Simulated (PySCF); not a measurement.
Species: C6H11N3.
Numbering: `[CH3:1][CH:2]([CH3:3])[c:4]1[cH:5][n:6][n:7]([CH3:8])[n:9]1`

Geometry (PBE0-D3(BJ)/def2-SVP, Å), atoms numbered from 1 in this order:
```xyz
20
C6H11N3 angstrom
C     -1.474   -1.182   -0.664
C     -0.466   -0.924    0.455
C     -1.048   -0.010    1.534
C      0.820   -0.376   -0.084
C      1.078    0.810   -0.804
N      2.381    0.877   -1.055
N      2.865   -0.213   -0.505
C      4.255   -0.571   -0.613
N      1.986   -0.999    0.082
H     -1.062   -1.861   -1.424
H     -1.755   -0.243   -1.168
H     -2.395   -1.633   -0.264
H     -0.206   -1.889    0.920
H     -1.967   -0.443    1.960
H     -0.331    0.145    2.354
H     -1.304    0.978    1.120
H      0.400    1.595   -1.134
H      4.848    0.350   -0.660
H      4.533   -1.159    0.269
H      4.437   -1.168   -1.520
```

NICS is the negative of the GIAO shielding at a point without a nucleus: at the ring centre (0) and 1 Å above and below it (1); zz is the component along the ring normal. Level: GIAO PBE0/pcSseg-1 (PySCF, non-relativistic, gas phase) on the PBE0-D3(BJ)/def2-SVP geometry, one conformer.

Ring bond lengths (Å), with Mayer bond orders in brackets: C4–C5 1.411 (1.32), C5–N6 1.329 (1.50), N6–N7 1.314 (1.24), N7–N9 1.317 (1.22), N9–C4 1.332 (1.46).

**Question.** What do the NICS probes read (ppm)?

**Answer.** 
```csv
ring,type,NICS(0),"NICS(1), two faces","NICS(1)zz, two faces",rms pucker (Å),"centre to ring atoms, mean (Å)"
C4–C5–N6–N7–N9,5-membered ring with 3 N; formal bonds all aromatic,-13.0,-13.2 / -13.1,-32.2 / -31.8,0.00,1.14
```

**Question.** What can be read from them?

**Answer.** 
- C4–C5–N6–N7–N9: mean NICS(1)zz -32.0 ppm, shielded. The ring is flat and has no four-coordinate atom; by the NICS criterion it is aromatic.

**Question.** How equal are the bonds by HOMA? HOMA = 1 − mean of α(R − Ropt)² over the ring bonds, with Krygowski's 1993 parameters (CC: Ropt 1.388 Å, α 257.7 Å⁻²; CN: Ropt 1.334 Å, α 93.52 Å⁻²; NN: Ropt 1.309 Å, α 130.33 Å⁻²).

**Answer.** 
- C4–C5–N6–N7–N9: HOMA 0.97; the largest term is that of C4–C5, α(R − Ropt)² = 0.13. The geometric and the magnetic index point the same way.

**Question.** What is the mean of the two in-plane components of NICS at the first NICS(1) probe listed for ring C4–C5–N6–N7–N9, 1 Å off the ring?

**Answer.** The isotropic value is a third of the trace: (3 × -13.2 − (-32.2))/2 = -3.7 ppm.

**Question.** How do the values depend on the level or the medium?

**Answer.** 
```csv
level,"NICS(0), C4–C5–N6–N7–N9","mean NICS(1)zz, C4–C5–N6–N7–N9"
"PBE0/pcSseg-1, gas",-13.0,-32.0
"WP04/pcSseg-1, gas",-12.8,-30.6
"PBE0/pcSseg-1, IEF-PCM acetone",-12.9,-32.0
"PBE0/pcSseg-1, IEF-PCM acetonitrile",-12.9,-32.0
```

The geometry is the same throughout; the continuum's cavity takes Bondi-type radii × 1.2.
